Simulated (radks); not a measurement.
Results of a calculation; reference values are marked as such.
Valence configurations of Cd+ (all share [Kr]). Level of theory: scalar-relativistic Kohn-Sham, PBE, spin-polarised, spherical densities, finite nucleus; open shells are filled with parallel spins first (spin-orbit coupling, left out, can overturn this in heavy ions); Fermi nuclear charge, rms radius 4.6087 fm (a radial shooting solver on a logarithmic mesh with Libxc functionals). Energies are relative to 4d10 5s1; eigenvalues in eV for spin up.

| valence | E (eV) | moment (Bohr magnetons) | e(4d) | e(5p) | e(5s) |
|---|---|---|---|---|---|
| 4d10 5s1 | 0.000 | 1 | -20.607 | - | -13.473 |
| 4d10 5p1 | 5.804 | 1 | -22.108 | -8.537 | - |
| 4d9.5 5s1 5p0.5 | 6.675 | 2 | -23.545 | -8.768 | -14.908 |
| 4d9 5s1 5p1 | 14.089 | 3 | -26.452 | -9.726 | -16.254 |
| 4d10 5s0.5 5p0.5 | 2.885 | 1 | -21.369 | -8.142 | -13.948 |
| 4d9.5 5s1.5 | 4.129 | 1 | -22.749 | - | -14.093 |
| 4d9 5s2 | 8.741 | 1 | -24.940 | - | -14.704 |
| 4d8.5 5s2 5p0.5 | 17.001 | 2 | -27.970 | -9.461 | -16.138 |

NIST lists [Kr] 4d10 5s1 as the ground configuration; this level of theory agrees among the configurations tried. The energies are those of spherical high-spin densities, not of single terms.
